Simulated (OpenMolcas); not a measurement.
A run on Cr2+ among 6 point charges of -1.5 e arranged as a trigonal prism (D3h), 1.82 Å from the ion, with a polar angle of 61.9° against the regular 49.1°.

```json
{
 "Program": "OpenMolcas",
 "Method": "SS-CASPT2, IPEA 0.25 Eh, imaginary shift 0.1 Eh (closed shells correlated: 3s 3p)",
 "Basis": "ANO-RCC-VDZP [5s4p2d1f]",
 "Scalar Hamiltonian": "DKH2, point nucleus",
 "Active space": "4 electrons in 5 orbitals (3d)",
 "State averaging": "2S+1 = 5 even, 5 roots; 2S+1 = 3 even, 45 roots; 2S+1 = 1 even, 50 roots",
 "Spin-orbit coupling": "state interaction with AMFI integrals over the reference wave functions"
}
```

First CASPT2 step and the start of its output:

```
&CASPT2
Multistate=5 1 2 3 4 5
NoMult
Frozen=5
IPEA=0.25
Imaginary=0.1
MaxIter=60
WThr=0.0 0.3 0.05
PrWF=0.5
NoMix
```

```
--- CASPT2 ---
Orbital specifications:
      -----------------------

      Symmetry species                           1
                                                 a
      Frozen orbitals                            5
      Inactive orbitals                          4
      Active orbitals                            5
      Secondary orbitals                        20
      Deleted orbitals                           0
      Number of basis functions                 34
Type of calculation                        SS-CASPT2
      Fock operator                              state-specific
      IPEA shift                                 0.25
      Real shift                                 0.00
      Imaginary shift                            0.10
      The input orbitals will be transformed to quasi-canonical
Reference energy:       -1054.1590778550
      E2 (Non-variational):      -0.3139219540
      Shift correction:          -0.0005785554
      E2 (Variational):          -0.3145005094
      Total energy:           -1054.4735783644
      Residual norm:              0.0000001655
      Reference weight:           0.92997
      Contributions to the CASPT2 correlation energy
      Active & Virtual Only:         -0.0516284855
      One Inactive Excited:          -0.1428157061
      Two Inactive Excited:          -0.1194777625
Reference energy:       -1054.1590778538
      E2 (Non-variational):      -0.3160533188
      Shift correction:          -0.0008625056
      E2 (Variational):          -0.3169158244
      Total energy:           -1054.4759936782
      Residual norm:              0.0000002665
      Reference weight:           0.92418
      Contributions to the CASPT2 correlation energy
      Active & Virtual Only:         -0.0533523887
...
```

Over all roots the printed reference weights run from 0.51 to 0.94, and roots that are degenerate in the reference spread by up to 580 cm-1.

Did the run give usable levels, and if not, why?

No. The equations converged, but the reference weight falls to 0.51 for at least one root against 0.94 for the best. A drop of that size marks an intruder state, so the energies of such roots and the levels built on them can't be trusted.
